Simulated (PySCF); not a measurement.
**Electron correlation in Ne²⁺ (neon, charge +2)**

[He] 2s2 2p4, high-spin 3P determinant. All numbers are calculated (PySCF 2.14, scalar relativity by spin-free X2C-1e, in x2c-QZVPPall (7s4p3d2f1g, 57 functions)). Frozen: nothing; 8 electrons correlated.

```
  level  correlation energy (mhartree)
   CCSD                        -194.23
    (T)                          -1.86
CCSD(T)                        -196.09
```

Diagnostics: T1 = 0.0023, D1 = 0.0064, largest double amplitude 0.022.

Q: Is a single reference adequate?

A: Yes: T1 lies below 0.03 and no double amplitude reaches 0.07.

This basis was not built for core-valence correlation, so the inner-shell part is incomplete.
